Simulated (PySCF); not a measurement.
**DyO: one state, many levels of theory**

State: septet, about 9.1 electrons in the 4f shell (Mulliken), real f orbitals that mix terms. Set-up: Dy x2c-SVPall, O x2c-SVPall; spin-free X2C with a Gaussian nucleus (PySCF 2.14). De refers to Dy (4f10 6s2) + O in their high-spin ground configurations, without counterpoise correction. The functionals are run spin-unrestricted. A positive dipole means Dy(−)O(+). Levels whose curve was spin-contaminated or gave no clean fit are not listed.

| Level | Re (Å) | ωe (cm⁻¹) | De (eV) | μ (D) | CPU s a point (SCF and correlation, without the integrals) |
| --- | --- | --- | --- | --- | --- |
| UHF | 1.805 | 883 | n/a | -5.53 | 4.3 |
| PBE0 | 1.785 | 869 | 5.86 | -4.56 | 17 |
| CAM-B3LYP | 1.786 | 875 | 5.62 | -4.79 | 27 |
| B2PLYP | 1.807 | 833 | 6.05 | -5.25 | 13 |

The bond length runs from 1.785 Å (PBE0) to 1.807 Å (B2PLYP). De spans 5.62 eV (CAM-B3LYP, range-separated hybrid) to 6.05 eV (B2PLYP, double hybrid).

Correlated steps freeze 19 core orbitals. These are scalar-relativistic numbers at best; spin–orbit coupling would shift them, the dissociation energy most. B2PLYP dipoles, levels and charges come from its SCF part alone. The state is the lowest single determinant that the PBE0 search found; with open d or f shells the true ground state can be another one.

The whole job (state search and all levels along the bond) took about 20 min on 2 threads of Intel Xeon Platinum 8259CL @ 2.50GHz (shared host), peak memory 4 GiB.
